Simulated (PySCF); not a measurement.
Molfile (atoms numbered from 1):
```
C4H13NOSi
     RDKit          3D

 20 19  0  0  0  0  0  0  0  0999 V2000
   -1.9063   -0.4140   -1.0850 C   0  0  0  0  0  0  0  0  0  0  0  0
   -0.7464   -0.1263   -0.1259 C   0  0  0  0  0  0  0  0  0  0  0  0
   -1.1362    0.9793    0.8552 C   0  0  0  0  0  0  0  0  0  0  0  0
   -0.3662   -1.3960    0.6396 C   0  0  0  0  0  0  0  0  0  0  0  0
    0.3366    0.2877   -0.9243 O   0  0  0  0  0  0  0  0  0  0  0  0
    1.7702    0.9523   -0.6098 Si  0  0  0  0  0  4  0  0  0  0  0  0
    2.7220   -0.0497    0.4340 N   0  0  0  0  0  0  0  0  0  0  0  0
   -2.7768   -0.7652   -0.5380 H   0  0  0  0  0  0  0  0  0  0  0  0
   -2.1674    0.4902   -1.6286 H   0  0  0  0  0  0  0  0  0  0  0  0
   -1.6082   -1.1729   -1.8036 H   0  0  0  0  0  0  0  0  0  0  0  0
   -2.0394    0.7067    1.3945 H   0  0  0  0  0  0  0  0  0  0  0  0
   -0.3306    1.1418    1.5661 H   0  0  0  0  0  0  0  0  0  0  0  0
   -1.3109    1.9049    0.3124 H   0  0  0  0  0  0  0  0  0  0  0  0
   -0.0630   -2.1716   -0.0597 H   0  0  0  0  0  0  0  0  0  0  0  0
   -1.2112   -1.7549    1.2212 H   0  0  0  0  0  0  0  0  0  0  0  0
    0.4646   -1.1845    1.3070 H   0  0  0  0  0  0  0  0  0  0  0  0
    1.7152    2.2220    0.1184 H   0  0  0  0  0  0  0  0  0  0  0  0
    2.2255    1.0969   -1.9910 H   0  0  0  0  0  0  0  0  0  0  0  0
    3.6270    0.2924    0.7135 H   0  0  0  0  0  0  0  0  0  0  0  0
    2.7961   -1.0284    0.2009 H   0  0  0  0  0  0  0  0  0  0  0  0
  1  2  1  0
  2  3  1  0
  2  4  1  0
  2  5  1  0
  5  6  1  0
  6  7  1  0
  1  8  1  0
  1  9  1  0
  1 10  1  0
  3 11  1  0
  3 12  1  0
  3 13  1  0
  4 14  1  0
  4 15  1  0
  4 16  1  0
  6 17  1  0
  6 18  1  0
  7 19  1  0
  7 20  1  0
M  END
```

[PySCF 2.14.0 with density-fitted response routines: shieldings: GIAO PBE0/pcSseg-1; coordinates at the GFN2-xTB level; non-relativistic; gas phase; averaged over atoms made equivalent by symmetry, fast rotation or ring inversion; one computed conformer]

Predict the 2D correlation tables (HSQC, COSY, HMBC).

Answers



HSQC (one-bond C–H):
```tsv
δH	δC
1.41 (H8/H9/H10/H11/H12/H13/H14/H15/H16)	33.2 (C1/C3/C4)
```

HMBC (two and three bonds, from the bond graph):
```tsv
δH	δC
5.04 (H17/H18)	72.8 (C2)
1.41 (H8/H9/H10/H11/H12/H13/H14/H15/H16)	72.8 (C2), 33.2 (C1/C3/C4)
```

No COSY cross peaks are expected.

Shifts are taken against calculated references (same method and geometry level): ¹H, ¹³C vs TMS.

Short H···H contacts in this conformer between protons four or more bonds apart (candidates for NOE cross peaks, intensity ∝ r⁻⁶): H12···H17 2.73 Å.

The OH or NH signal is concentration- and solvent-dependent in practice; the value given is the gas-phase one. Shifts are as computed. Against solution values, carbons near 30 ppm lie about +3 ppm off and those near 130 ppm about +5 ppm. Of 1309 compounds with measured shifts, 239 miss one by over three times the rms of a fit or turn the order of signals round; such compounds aren't used in these exercises.
